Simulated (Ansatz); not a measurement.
Start from `CC(O)(F)[SeH]` and change one atom or group to get `CC(C)(O)F`.

Ansatz, PBE0-D4/def2-TZVP geometries, multiplicity 1. Each molecule was computed in one conformer, which needn't be the lowest.

Scalar relativity is left out up to krypton. Spin–orbit coupling is left out; it splits and shifts lone-pair levels of the heavy atoms by tenths of an eV.

```csv
property,`CC(O)(F)[SeH]`
HOMO–LUMO gap (PBE0/def2-TZVPP) / eV,6.62
HOMO energy (PBE0/def2-TZVPP) / eV,-7.00
HOMO–LUMO gap (B3LYP/def2-TZVPP) / eV,6.11
LUMO energy (PBE0/def2-TZVPP) / eV,-0.38
HOMO–LUMO gap (PBE/def2-TZVPP) / eV,4.50
size of the dipole moment (PBE/def2-TZVPP) / D,0.35
```

Problem. Give the same properties after the change, and the shifts. (Best estimate.)

Solution. Ansatz gave: 
```tsv
property	`CC(C)(O)F`	shift
HOMO–LUMO gap (PBE0/def2-TZVPP) / eV	9.71	3.09
HOMO energy (PBE0/def2-TZVPP) / eV	-8.79	-1.79
HOMO–LUMO gap (B3LYP/def2-TZVPP) / eV	9.09	2.98
LUMO energy (PBE0/def2-TZVPP) / eV	0.91	1.29
HOMO–LUMO gap (PBE/def2-TZVPP) / eV	7.14	2.64
size of the dipole moment (PBE/def2-TZVPP) / D	1.80	1.45
```

With PBE0 the HOMO falls by 1.79 eV and the LUMO rises by 1.29 eV, so the gap widens by about 3.08 eV. PBE moves the HOMO by -1.28 eV and ωB97M-V by -2.03 eV. Dipoles are sizes alone; their direction can turn.

B3LYP here is the variant with VWN-RPA as its local correlation; programs differ in this.
